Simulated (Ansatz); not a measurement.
Geometry optimisation, RKS PBE0-D4/def2-SVP (Ansatz 0.2.0).

input.yaml

```yaml
crystal:
  periodic: [false, false, false]
  atoms:
    - { symbol: Ga, position_ang: [0.0, 0.0, 0.0] }
    - { symbol: O, position_ang: [0.0, 0.0, 2.14] }
    - { symbol: H, position_ang: [-0.9095, -0.2814, 2.4771] }
    - { symbol: Cl, position_ang: [1.9398, 0.0, -1.12] }
    - { symbol: O, position_ang: [-1.5501, 0.0, -0.895] }
    - { symbol: H, position_ang: [-2.0598, -0.8467, -0.6865] }
    - { symbol: H, position_ang: [0.3988, 1.7292, 0.5897] }
    - { symbol: H, position_ang: [0.3085, 1.3378, 1.5381] }
basis:
  gaussian: { orbitals: def2-SVP }
hamiltonian:
  xc: pbe0
  dispersion: d4
relax:
  f_tol: 0.15
  max_steps: 25
  restrain:
    - { distance: [0, 6], at: 2.77, k: 30.0 }
    - { distance: [7, 1], at: 2.21, k: 30.0 }
    - { distance: [0, 1], at: 1.79, k: 30.0 }
    - { distance: [7, 6], at: 0.66, k: 30.0 }
output:
  orbitals: {}
```

Run as:

```bash
$ ansatz run input.yaml --threads 2 --pin off --max-ram 3072MiB --backend cpu --events-out ev --progress --plain --runs-dir out
```

Where does it end, and by what steps?

The run converged. The restraints hold the end off the free minimum. After 8 steps the energy has fallen by 1.643 eV (the restraints' own energy left out); H7 moved furthest, 0.67 Å. Joined: H7–H8 (1.03 → 0.72 Å).

| step | energy less start (eV) | largest force component (eV/Å) | accepted |
| --- | --- | --- | --- |
| 0 | 0.0000 | 2.082 | yes |
| 1 | -0.5651 | 2.226 | yes |
| 2 | -0.9264 | 2.015 | yes |
| 3 | -1.3772 | 1.680 | yes |
| 4 | -1.5499 | 1.550 | yes |
| 5 | -1.6048 | 1.055 | yes |
| 6 | -1.6233 | 1.497 | yes |
| 7 | -1.6414 | 1.391 | yes |
| 8 | -1.6429 | 1.387 | yes |

```xyz
8
Properties=species:S:1:pos:R:3
Ga 0.060 -0.326 0.059
O 0.083 -0.387 1.843
H -0.785 -0.450 2.255
Cl 1.932 -0.293 -0.939
O -1.403 -0.341 -0.939
H -2.233 -0.349 -0.451
H 0.243 2.316 0.874
H 0.230 1.769 1.343
```

Time of the run: 17 s on 2 threads of Intel(R) Xeon(R) 6975P-C (Granite Rapids), on a shared host, peak memory 0.23 GiB.
